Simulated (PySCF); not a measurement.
## V (vanadium, neutral) across methods

[Ar] 3d3 4s1 4p1, one real determinant (an excited configuration). Calculation: PySCF 2.14, in aug-cc-pVDZ-DK; scalar relativity by spin-free X2C-1e.

| method | E (hartree) | mean ε 3d α (eV) | mean ε 4s α (eV) | mean ε 4p α (eV) | Σ⟨r²⟩ (bohr²) | ⟨S²⟩ |
| --- | --- | --- | --- | --- | --- | --- |
| PBE0 | -948.901 | -9.202 | -6.673 | -3.060 | 51.25 | 8.751 |
| M06-2X | -949.082 | -11.133 | -7.626 | -3.653 | 50.44 | 8.750 |
| UHF | -948.10104 | -14.822 | -8.812 | -4.865 | 52.19 | 8.752 |
| r2SCAN | -949.075 | -7.514 | -5.976 | -2.464 | 50.78 | 8.751 |
| revPBE | -949.004 | -7.502 | -5.878 | -2.470 | 51.68 | 8.750 |
| LC-wPBE | -948.934 | -11.463 | -9.087 | -4.960 | 49.86 | 8.750 |
| LDA | -946.875 | -7.540 | -6.106 | -2.486 | 51.28 | 8.750 |
| PBE | -948.866 | -7.527 | -5.930 | -2.471 | 51.65 | 8.750 |

Estimate the same row for B3LYP.

E (hartree) = -949.120; mean ε 3d α (eV) = -8.931; mean ε 4s α (eV) = -6.494; mean ε 4p α (eV) = -2.854; Σ⟨r²⟩ (bohr²) = 51.66; ⟨S²⟩ = 8.751.

⟨L²⟩ = 13.64 against 20 for a pure G term, so this real determinant mixes terms.
